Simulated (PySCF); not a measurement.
Vertical excitations of a molecule C₂H₈FNSi₂ from TDA-PBE/def2-SVPD run with PySCF, as energy in eV (oscillator strength): 4.17 (0.000), 5.42 (0.205), 5.66 (0.001), 5.73 (0.012), 6.15 (0.076), 6.30 (0.006), 6.32 (0.013), 6.35 (0.005), 6.47 (0.048), 6.53 (0.011). Lowest triplet (TDA): 3.44 eV. The structure is a stationary point at B3LYP-D3(BJ)/def2-SVP. The values are those of a single conformer.

Question: Which structure fits?
A. FC[Si@@H]1CN[SiH2]1
B. F[Si]1([SiH3])CNC1
C. CN1[SiH2]C(F)[SiH2]1
D. F[C@H]([SiH3])/N=C\[SiH3]

Answer: D, F[C@H]([SiH3])/N=C\[SiH3]
